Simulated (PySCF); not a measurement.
Compound: C5H6FN3.
Numbering: `[CH2:1]=[CH:2][n:3]1[n:4][c:5]([CH3:6])[c:7]([F:8])[n:9]1`

Definitions: NICS(0) = −σiso at the ring centroid; NICS(1) = −σiso and NICS(1)zz = −σzz at ±1 Å along the ring normal z. Level: GIAO PBE0/pcSseg-1 (PySCF, non-relativistic, gas phase) on the GFN2-xTB geometry, one conformer.

Ring bond lengths (Å), with Mayer bond orders in brackets: N3–N4 1.319 (1.21), N4–C5 1.324 (1.45), C5–C7 1.410 (1.27), C7–N9 1.318 (1.53), N9–N3 1.320 (1.16).

**Question.** What do the NICS probes read (ppm)?

**Answer.** 
| ring | type | NICS(0) | NICS(1), two faces | NICS(1)zz, two faces | rms pucker (Å) | centre to ring atoms, mean (Å) |
| --- | --- | --- | --- | --- | --- | --- |
| N3–N4–C5–C7–N9 | 5-membered ring with 3 N; formal bonds all aromatic | -12.0 | -11.6 / -11.6 | -26.7 / -26.7 | 0.00 | 1.14 |

**Question.** What do they say, and how far can they be read as aromaticity?

**Answer.** 
- N3–N4–C5–C7–N9: mean NICS(1)zz -26.7 ppm, shielded. For a flat ring without four-coordinate atoms the NICS criterion counts such a value as aromatic.

**Question.** And the bond-length index? HOMA = 1 − mean of α(R − Ropt)² over the ring bonds, with Krygowski's 1993 parameters (CC: Ropt 1.388 Å, α 257.7 Å⁻²; CN: Ropt 1.334 Å, α 93.52 Å⁻²; NN: Ropt 1.309 Å, α 130.33 Å⁻²).

**Answer.** 
- N3–N4–C5–C7–N9: HOMA 0.96; the largest term is that of C5–C7, α(R − Ropt)² = 0.12. The geometric and the magnetic index point the same way.

**Question.** What field does 9.4 T along the ring normal induce along that normal at the first NICS(1) probe listed for ring N3–N4–C5–C7–N9, 1 Å off the ring?

**Answer.** NICSzz × B0 = -26.7 ppm × 9.4 T = -251 μT, against the applied field.

The run took about 60 s of CPU time (one thread, shared machine). This is the whole shielding run at PBE0/pcSseg-1, SCF included.

Shape of the structure used: `[CH2:1]=[CH:2][n:3]1[n:4][c:5]([CH3:6])[c:7]([F:8])[n:9]1`: C1–C2–N3–N4 180°.
